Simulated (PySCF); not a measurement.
C7H12OSSi.
Atom-mapped SMILES: `[CH3:1][CH:2]([CH3:3])[SiH2:4][O:5][c:6]1[cH:7][cH:8][cH:9][s:10]1` (hydrogens: H11, H12, H13 on C1; H14 on C2; H15, H16, H17 on C3; H18, H19 on Si4; H20 on C7; H21 on C8; H22 on C9)

Method: PBE0-D3(BJ)/def2-SVP geometry optimisation, gas phase (PySCF 2.14.0).

Q: Give the optimised bond lengths and angles.

A: 
| bond | length (bohr) |
| --- | --- |
| C1–C2, C2–C3 | 2.888 |
| C2–Si4 | 3.543 |
| Si4–O5 | 3.200 |
| O5–C6 | 2.524 |
| C6–C7 | 2.594 |
| C7–C8 | 2.695 |
| C8–C9 | 2.582 |
| C9–S10 | 3.262 |
| C6–S10 | 3.282 |
| C1–H11 and 5 like bonds | 2.083 |
| C2–H14 | 2.091 |
| Si4–H18, Si4–H19 | 2.826 |
| C7–H20 | 2.062 |
| C8–H21 | 2.062 |
| C9–H22 | 2.057 |

Bonds in one row agree within 0.02 bohr and their mean is given. A selection of angles:
| angle | degrees |
| --- | --- |
| C1–C2–C3 | 112.5 |
| C1–C2–Si4 | 110.7 |
| C2–Si4–O5 | 105.7 |
| Si4–O5–C6 | 126.7 |
| O5–C6–C7 | 130.4 |
| O5–C6–S10 | 117.9 |
| C7–C6–S10 | 111.7 |
| C6–C7–C8 | 112.0 |
| C7–C8–C9 | 113.2 |
| C8–C9–S10 | 111.7 |
| C6–S10–C9 | 91.4 |

Dihedral angles: C1–C2–Si4–O5 -178° (antiperiplanar); C2–Si4–O5–C6 -178° (antiperiplanar); Si4–O5–C6–C7 -2° (synperiplanar). The mirror-image conformer, all signs reversed, is as good.

Si4 (oxygen-bound silicon) is distorted tetrahedral (angles from 105.7° to 112.4°). Of the pairs four or more bonds apart, Si4···H20 is among the closest relative to their van der Waals radii: 3.03 Å, 92 % of the sum of Bondi's values. The C–C distances run from 1.366 Å (C8–C9, aromatic) to 1.529 Å (C1–C2, drawn single), a spread of 0.163 Å. The 5-membered ring C6–C7–C8–C9–S10 has internal angles of 91.4° to 113.2° (sum 540°, against 540° for a flat polygon); it is planar, 0.00 Å rms from its mean plane, widest ring torsion 0°.

Point group: C1 (no symmetry element, even within 0.4 Å). Not checked by PBE0-D3(BJ)/def2-SVP frequencies. The numbers are those of one conformer.

On Arm Neoverse N1, one thread, shared host with 64 logical CPUs at a one-minute load of 32, this took 5.6 min and 0.97 GiB of memory at its peak. That covers the optimisation of the geometry.
